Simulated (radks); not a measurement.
Problem. Isoelectronic series with 3 electrons, each ion in its NIST ground configuration. Method: scalar-relativistic Kohn-Sham, PBE, spin-polarised, spherical densities, point nucleus; open shells are filled with parallel spins first; computed with a radial shooting solver on a logarithmic mesh with Libxc functionals. Total energies (hartree) and orbital eigenvalues (hartree):

ion,configuration,E (hartree),2s up,1s down,1s up
Li,[He] 2s1,-7.46301,-0.11863,-1.89315,-1.90146
C3+,[He] 2s1,-34.74608,-2.12096,-12.16723,-12.20756
F6+,[He] 2s1,-82.34173,-6.39018,-31.47877,-31.55190
Mg9+,[He] 2s1,-150.31655,-12.92485,-59.84258,-59.94879
P12+,[He] 2s1,-238.77288,-21.73658,-97.29970,-97.43925
Ar15+,[He] 2s1,-347.84518,-32.84205,-143.9059,-144.0791
Sc18+,[He] 2s1,-477.70069,-46.26248,-199.7313,-199.9385
Co24+,[He] 2s1,-800.60178,-80.15645,-339.3940,-339.6706
Zn27+,[He] 2s1,-994.15832,-100.6964,-423.4476,-423.7597
As30+,[He] 2s1,-1209.52411,-123.6845,-517.1545,-517.5027
Kr33+,[He] 2s1,-1447.05528,-149.1677,-620.6659,-621.0511

Estimate the row of Cr21+ ([He] 2s1).

Solution. E (hartree) -628.54063; 2s up -62.02373; 1s down -264.8606; 1s up -265.1023.
